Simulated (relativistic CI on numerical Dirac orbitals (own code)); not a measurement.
## Line list: Electric-dipole lines, Hg⁷²⁺

Computed by Dirac-Coulomb-Breit CI, separate exchange-only KLI orbitals for each configuration, model QED, unscaled Slater integrals (own radial code, finite nucleus).

CI space (outside the closed core 1s2): 2s2 2p4, 2s 2p5, 2p6, 2p5 3s, 2s2 2p3 3s, 2p5 3p, 2s2 2p3 3p, 2p5 3d, 2s2 2p3 3d, 2s 2p4 3s, 2s 2p4 3p, 2s 2p4 3d, 2s2 2p3 4s, 2s2 2p3 4p, 2s2 2p3 4d, 2s2 2p3 4f. Levels of other configurations are missing.

| λ vac (Å) | Lower | Upper | A (s⁻¹) | gf | Branching (%) |
| --- | --- | --- | --- | --- | --- |
| 0.8430 | 2s2 2p4 3P_2 [1] | 2s2 2p3 4d 3D°_3 [143] | 1.16e+15 | 8.63e-01 | 85.2 |
| 0.9508 | 2s2 2p4 1D_2 [4] | 2s2 2p3 3d 3F°_3 [164] | 1.94e+15 | 1.84e+00 | 99.9 |
| 0.9523 | 2s2 2p4 3P_2 [1] | 2s2 2p3 3d 3P°_1 [68] | 2.40e+15 | 9.77e-01 | 85.8 |
| 0.9528 | 2s2 2p4 3P_2 [1] | 2s2 2p3 3d 3D°_2 [67] | 2.31e+15 | 1.57e+00 | 96.8 |
| 0.9530 | 2s2 2p4 1S_0 [2] | 2s2 2p3 3d 3D°_1 [70] | 2.45e+15 | 9.99e-01 | 98.0 |
| 0.9530 | 2s2 2p4 3P_2 [1] | 2s2 2p3 3d 3F°_3 [66] | 2.16e+15 | 2.06e+00 | 97.0 |
| 0.9543 | 2s 2p5 3P°_2 [5] | 2s 2p4 3d 3D_2 [196] | 2.26e+15 | 1.55e+00 | 95.5 |
| 0.9546 | 2s 2p5 3P°_2 [5] | 2s 2p4 3d 3F_3 [195] | 1.76e+15 | 1.68e+00 | 98.3 |
| 0.9795 | 2s2 2p4 3P_2 [1] | 2s 2p4 3p 3D°_3 [45] | 7.27e+14 | 7.32e-01 | 98.7 |
| 1.1082 | 2s2 2p4 3P_1 [3] | 2s2 2p3 3d 3P°_2 [81] | 1.36e+15 | 1.26e+00 | 86.0 |
| 1.1096 | 2s2 2p4 1D_2 [4] | 2s2 2p3 3d 3F°_3 [82] | 1.59e+15 | 2.05e+00 | 99.9 |
| 1.1103 | 2s2 2p4 3P_0 [7] | 2s2 2p3 3d 3D°_1 [172] | 4.27e+15 | 2.37e+00 | 98.9 |
| 1.1106 | 2s 2p5 3P°_2 [5] | 2s 2p4 3d 3D_3 [111] | 1.89e+15 | 2.44e+00 | 98.0 |
| 1.1120 | 2s2 2p4 3P_1 [3] | 2s2 2p3 3d 3S°_1 [78] | 1.86e+15 | 1.03e+00 | 65.2 |
| 1.1131 | 2s2 2p4 1D_2 [4] | 2s2 2p3 3d 1D°_2 [80] | 2.65e+15 | 2.46e+00 | 97.0 |
| 1.1132 | 2s2 2p4 3P_2 [1] | 2s2 2p3 3d 3D°_3 [25] | 3.24e+15 | 4.21e+00 | 100.0 |
| 1.1134 | 2s2 2p4 3P_1 [3] | 2s2 2p3 3d 3D°_2 [77] | 2.46e+15 | 2.28e+00 | 93.1 |
| 1.1134 | 2s2 2p4 1D_2 [4] | 2s2 2p3 3d 1F°_3 [79] | 2.28e+15 | 2.96e+00 | 99.7 |
| 1.1150 | 2s2 2p4 3P_2 [1] | 2s2 2p3 3d 3D°_2 [24] | 1.44e+15 | 1.35e+00 | 100.0 |
| 1.1170 | 2s 2p5 1P°_1 [6] | 2s 2p4 3d 1D_2 [114] | 3.39e+15 | 3.17e+00 | 95.3 |
| 1.1187 | 2s2 2p4 1S_0 [2] | 2s2 2p3 3d 3D°_1 [26] | 2.00e+15 | 1.13e+00 | 91.6 |
| 1.1187 | 2s 2p5 1P°_1 [6] | 2s 2p4 3d 1P_1 [113] | 2.24e+15 | 1.26e+00 | 97.9 |
| 1.1188 | 2s 2p5 3P°_2 [5] | 2s 2p4 3d 3P_2 [108] | 2.65e+15 | 2.49e+00 | 93.4 |
| 1.1201 | 2s 2p5 3P°_2 [5] | 2s 2p4 3d 3D_3 [107] | 1.86e+15 | 2.45e+00 | 98.6 |
| 3.2082 | 2s2 2p3 3p 3D_3 [15] | 2s2 2p3 4d 3F°_4 [141] | 1.99e+14 | 2.77e+00 | 99.4 |
| 3.2961 | 2s2 2p3 3d 3D°_2 [19] | 2s2 2p3 4f 3F_3 [145] | 3.19e+14 | 3.63e+00 | 75.0 |
| 3.3018 | 2s2 2p3 3d 3F°_3 [20] | 2s2 2p3 4f 3G_4 [147] | 3.83e+14 | 5.64e+00 | 91.5 |
| 3.3982 | 2s2 2p3 3d 3F°_4 [23] | 2s2 2p3 4f 3G_5 [151] | 4.02e+14 | 7.66e+00 | 99.7 |
| 3.4106 | 2s2 2p3 3d 3D°_2 [24] | 2s2 2p3 4f 3F_3 [152] | 3.29e+14 | 4.02e+00 | 79.2 |
| 3.4277 | 2s2 2p3 3d 3D°_3 [25] | 2s2 2p3 4f 3F_4 [150] | 3.60e+14 | 5.71e+00 | 86.4 |

Terms are leading LS components. Brackets give the number of a level in order of energy, since labels repeat. The list gives strong lines, with weight on those to low levels, without lines whose two gauges differ by over a factor of 2.5, among the lowest 200 of 342 levels, so that lines to higher ones, which can be the strongest, are missing. Levels whose partners in the same complex of configurations lie outside the list can be far off, and so can their lines. Rates are taken at the computed energies, electric ones in the length gauge.

At this charge energies of transitions that change n are usually good to better than 1 %, and those within a shell (Δn = 0) to a few per cent.

LS names give the leading component of a level, which can be under half, so a name can repeat, a term be missing and a line seem to break the LS rules.
